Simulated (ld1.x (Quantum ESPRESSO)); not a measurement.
## C (Z = 6): one change to a TM potential, before and after

C (Z = 6), norm-conserving Troullier–Martins (Kleinman–Bylander form), made with ld1.x (Quantum ESPRESSO) 7.5 (PBEsol, scalar-relativistic). Core [He], reference 2s2 2p1 (charge +1). Waves: 2s (bound): rc 1.10 bohr; 2p (bound): rc 1.45 bohr; 3d channel at 0.3 Ry: rc 1.25 bohr. Local part: all-electron potential smoothed inside 0.85 bohr (lloc = -2). Core correction: Bessel-smoothed model core inside 1.10 bohr.

Change: wave 2p (bound): rc 1.45 bohr becomes 2p (bound): rc 2.04 bohr.

Cutoffs: the cutoffs (Ry, on a coarse ladder) from which the occupation-weighted sum of valence levels, in a spherical-Bessel basis at the reference potential, stays within 10 and 1 mRy of its value at 400 Ry; they do not see the model core or the augmentation charge, which bear on the density cutoff. Errors are all-electron minus pseudo energies relative to the spin-unpolarised reference configuration.

Q: How do hardness, ghosts and transferability respond?

A: The potential gets softer (45 Ry and 100 Ry → 35 Ry and 90 Ry); of the 7 tests that both files solve, the error grows in 6 and shrinks in 1 by more than 15 % and 0.3 meV (median size 9.9 → 29.7 meV); neither file shows a bound ghost. A larger radius leaves more room for a smooth pseudo-wave, so fewer plane waves are needed.

```csv
quantity,base,changed
"cutoff, loose",45 Ry,35 Ry
"cutoff, tight",100 Ry,90 Ry
loose cutoff by channel (10 mRy a level),"s 35 Ry, p 40 Ry","s 35 Ry, p 25 Ry"
bound ghosts,none,none
"error for 2s2 2p2, meV [ΔE -10.79 eV]",+8.2,+24
"error for 2s2 2p0, meV [ΔE 24.02 eV]",+46,+118
"error for 2s1 2p0, meV [ΔE 71.98 eV]",+147,+319
"error for 2s1 2p2, meV [ΔE 8.71 eV]",+6.5,+3.2
"error for 2s2 2p2.3, meV [ΔE -11.93 eV]",+9.9,+30
"error for 2s1 2p3, meV [ΔE -2.36 eV]",+23,+60
"error for 2s2 2p1.5, meV [ΔE -6.86 eV]",+3.5,+9.9
```
